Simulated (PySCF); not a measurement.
Be(iPr)(SeH) (C3H8BeSe), SMILES C[CH](C)[Be][SeH].

Coordinates come from a ωB97X-D3(BJ)/def2-SVP optimisation. The values are those of a single conformer.

All values below come from PBE/def2-TZVP run with PySCF.

Gas-phase values at a fixed geometry.

total energy: -2534.94113 hartree
highest occupied level: -6.08 eV
lowest empty level: -1.51 eV
orbital gap: 4.57 eV
dipole moment: 0.89 D
quadrupole, principal values (traceless, Buckingham form, about the centre of nuclear charge): -4.46, -1.59, 6.05 D·Å
mean static polarisability: 82.5 bohr³ (12.23 Å³)
polarisability, principal values: 68.8, 77.4, 101.4 bohr³
